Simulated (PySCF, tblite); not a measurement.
Isomers of C4H7F3OSi2. Computed values, GFN2-xTB/tblite, gas phase, harmonic and unscaled. Errors from tens to a few hundred cm⁻¹ against measured bands are possible. Modes of hydrogen on silicon can be 10 to 20 % off. One conformer each.

Electronic energies: PBE0/pcSseg-1 single points on the GFN2-xTB geometries (PySCF, gas phase).

```json
{"SMILES": "O=C[SiH2]/C([SiH3])=C\\C(F)(F)F", "electronic energy, lowest = 0 (kcal/mol)": "30.0"}
{"SMILES": "O=C/C(=C\\C(F)(F)F)[SiH2][SiH3]", "electronic energy, lowest = 0 (kcal/mol)": "23.8"}
{"SMILES": "O=C/C([SiH3])=C/[SiH2]C(F)(F)F", "electronic energy, lowest = 0 (kcal/mol)": "23.5"}
{"SMILES": "O=C/C([SiH3])=C/C(F)(F)[SiH2]F", "electronic energy, lowest = 0 (kcal/mol)": "0.0"}
{"SMILES": "C=C[Si@H](C(=O)[SiH3])C(F)(F)F", "electronic energy, lowest = 0 (kcal/mol)": "34.1"}
```

**Question.** How do GFN2-xTB zero-point energies change the relative energies?

**Answer.** 
| SMILES | ZPE (kcal/mol) | of it from modes above 1550 cm⁻¹ | electronic (kcal/mol) | with ZPE, lowest = 0 (kcal/mol) | lowest mode (cm⁻¹) | rings |
| --- | --- | --- | --- | --- | --- | --- |
| O=C/C([SiH3])=C/C(F)(F)[SiH2]F | 59.1 | 29.7 | 0.0 | 0.0 | 37 | 0 |
| O=C/C([SiH3])=C/[SiH2]C(F)(F)F | 58.4 | 29.3 | 23.5 | 22.9 | 18 | 0 |
| O=C/C(=C\C(F)(F)F)[SiH2][SiH3] | 59.0 | 29.2 | 23.8 | 23.7 | 31 | 0 |
| O=C[SiH2]/C([SiH3])=C\C(F)(F)F | 59.2 | 29.4 | 30.0 | 30.1 | 38 | 0 |
| C=C[Si@H](C(=O)[SiH3])C(F)(F)F | 59.5 | 31.1 | 34.1 | 34.6 | 6 | 0 |

The zero-point energies span 1.1 kcal/mol, from `O=C/C([SiH3])=C/[SiH2]C(F)(F)F` to `C=C[Si@H](C(=O)[SiH3])C(F)(F)F`. The order is unchanged.

**Question.** And how do the electronic energies of GFN2-xTB itself compare?

**Answer.** `O=C/C([SiH3])=C/C(F)(F)[SiH2]F` 0.0; `O=C/C([SiH3])=C/[SiH2]C(F)(F)F` 44.9; `O=C/C(=C\C(F)(F)F)[SiH2][SiH3]` 42.9; `O=C[SiH2]/C([SiH3])=C\C(F)(F)F` 50.5; `C=C[Si@H](C(=O)[SiH3])C(F)(F)F` 64.7 kcal/mol, lowest = 0. Against the energies above, taken from the same isomer `O=C/C([SiH3])=C/C(F)(F)[SiH2]F`, the largest difference is 30.6 kcal/mol.

**Question.** What do entropy and thermal enthalpy add at 298.15 K and 1 bar (rigid rotor, harmonic oscillator, one conformer each)?

**Answer.** 
| SMILES | point group | symmetry number | S (cal/(mol K)) | H − H(0) (kcal/mol) | ZPE + H − H(0) − TS (kcal/mol) |
| --- | --- | --- | --- | --- | --- |
| O=C/C([SiH3])=C/C(F)(F)[SiH2]F | C1 | 1 | 116.7 | 9.01 | 33.3 |
| O=C/C(=C\C(F)(F)F)[SiH2][SiH3] | C1 | 1 | 114.9 | 8.78 | 33.5 |
| O=C[SiH2]/C([SiH3])=C\C(F)(F)F | C1 | 1 | 112.4 | 8.60 | 34.3 |

Not tabulated: `O=C/C([SiH3])=C/[SiH2]C(F)(F)F` (lowest mode only 18 cm⁻¹); `C=C[Si@H](C(=O)[SiH3])C(F)(F)F` (lowest mode only 6 cm⁻¹).
